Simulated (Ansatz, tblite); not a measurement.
Bond stretch in AlH, singlet.

Levels: GFN2-xTB, 300 K electronic temperature (tblite); FCI = Ansatz (an electronic-structure program) with full CI/aug-cc-pVDZ, frozen core.

Energies relative to the lowest point of each curve near equilibrium, in kcal/mol; the last columns give the difference from FCI:

```tsv
R / Å	GFN2-xTB	FCI	GFN2-xTB − FCI
1.23	33.9	40.7	-6.8
1.34	12.9	19.2	-6.3
1.39	7.6	12.8	-5.2
1.50	1.5	4.0	-2.5
1.58	0.1	1.0	-0.9
1.59	0.0	0.8	-0.8
1.66	0.1	0.0	0.1
1.69	0.5	0.0	0.4
1.78	2.0	1.1	0.9
1.82	3.0	2.0	1.0
1.90	5.2	4.2	0.9
2.03	9.3	8.9	0.4
2.22	16.8	16.8	0.0
2.52	30.2	29.6	0.7
2.74	40.7	38.1	2.6
2.98	52.2	46.2	6.1
3.37	69.6	56.1	13.4
3.69	81.0	61.6	19.5
4.04	89.6	65.2	24.5
4.50	—	67.5	—
5.05	—	68.5	—
5.90	—	68.9	—
6.61	—	69.0	—
```

GFN2-xTB is furthest from FCI at 4.04 (24.5 kcal/mol, above); its mean absolute difference over the points is 4.9 kcal/mol.

Dashes: no converged value, or the column stops at the first point that the program doubted or that broke a chosen test of continuity, which isn't proof of a fault.
